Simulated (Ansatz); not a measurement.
Cartesian coordinates (Å):
```xyz
5

N      1.8784    -0.2241     0.5090
C      0.7460    -0.0890     0.2998
N     -0.5454     0.0650    -0.0102
H     -1.1394    -0.7134     0.2395
H     -0.9396     0.9614     0.2391
```
Charge 0, spin multiplicity 1.

These are frozen-core CCSD(T)/cc-pVTZ // r2SCAN-D4/def2-TZVP (Ansatz, a program for electronic structure) values and carry that method's errors.

HF energy: -147.96680 Ha
MP2 correlation energy: -0.55053 Ha

Task: Estimate the CCSD correlation energy, the (T) correction, the total energy and the T1 diagnostic.

Result: 
```json
{
  "CCSD correlation energy": "-0.55704 Ha",
  "(T) correction": "-0.02659 Ha",
  "CCSD(T) total energy": "-148.55042 Ha",
  "T1 diagnostic": "0.014"
}
```
